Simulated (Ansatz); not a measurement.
A CCSD(T) single point on `CB(C)C`.

```yaml
crystal:
  periodic: [false, false, false]
  atoms:
    - {symbol: C, position_ang: [-0.802529, 1.224876, -0.558168]}
    - {symbol: B, position_ang: [0.018689, -0.000335, -0.024033]}
    - {symbol: C, position_ang: [1.025643, 0.200395, 1.161073]}
    - {symbol: C, position_ang: [-0.194363, -1.430327, -0.631819]}
    - {symbol: H, position_ang: [-1.185602, 1.115261, -1.575030]}
    - {symbol: H, position_ang: [-0.266645, 2.174570, -0.472351]}
    - {symbol: H, position_ang: [-1.678863, 1.324588, 0.100093]}
    - {symbol: H, position_ang: [1.157828, -0.684473, 1.789433]}
    - {symbol: H, position_ang: [0.820020, 1.069624, 1.790776]}
    - {symbol: H, position_ang: [2.005876, 0.384682, 0.694457]}
    - {symbol: H, position_ang: [-0.455869, -1.431750, -1.692838]}
    - {symbol: H, position_ang: [-1.060263, -1.862454, -0.106959]}
    - {symbol: H, position_ang: [0.636477, -2.119259, -0.459834]}
basis:
  gaussian: {orbitals: def2-TZVPP}
correlation: {method: ccsd_t}
output: {orbitals: {seedname: orbitals}}
```

```sh
$ ansatz run in.yaml --threads 4 --pin off --events-out ev --progress --plain --max-ram 10444MiB
```

Log, shortened:

```
Functional definition: HF
1429 factors; integrals over basis functions are off by at most 9.6e-4 eV
mean field evaluation 1: about -3903.2343 eV, gradient 4.0e1 eV
mean field evaluation 2: about -3903.2366 eV, gradient 4.0e1 eV
mean field evaluation 4: about -3907.4939 eV, gradient 3.2e0 eV
mean field evaluation 8: about -3907.5435 eV, gradient 1.4e-1 eV
mean field evaluation 16: about -3907.5415 eV, gradient 4.7e-1 eV
mean field -3907.54358686 eV, -143.5995781889 hartree, gradient 2.0e-6 eV, S^2 0.000000; 0 other end points of the search recorded, 0 dependent functions left out
4 core orbitals not correlated: weight in the atoms' cores, before any rotation towards them, 1.000 or more for the frozen orbitals, at most 0.000 for the correlated occupied ones
reference -3907.54358686 eV, -143.5995781889 hartree; 12, 12 occupied and 234, 234 virtual orbitals, 1429 factors
second order -17.38988142 eV of doubles, -0.00000000 eV of singles
cycle   1  -18.32571661 eV  change   -9.4e-1 eV  update   7.8e-2
cycle   2  -18.74286339 eV  change   -4.2e-1 eV  update   2.2e-2
cycle   3  -18.79662941 eV  change   -5.4e-2 eV  update   8.1e-3
cycle   4  -18.79356694 eV  change    3.1e-3 eV  update   1.9e-3
cycle   5  -18.79322153 eV  change    3.5e-4 eV  update   6.5e-4
cycle   6  -18.79312498 eV  change    9.7e-5 eV  update   1.8e-4
cycle   7  -18.79307547 eV  change    5.0e-5 eV  update   5.1e-5
cycle   8  -18.79307216 eV  change    3.3e-6 eV  update   1.8e-5
perturbative correction -0.69027508 eV, -0.0253671412 hartree
Total energy: -3927.02693410 eV, -144.3155779936 hartree
```

It took 26 s on 4 threads of an Intel Xeon 6975P-C on a shared host, with 6.1 GiB of host memory at the peak.

The correlation energy is -19.483 eV, 3.5 % of it from (T); the T1 diagnostic reads 0.0094.
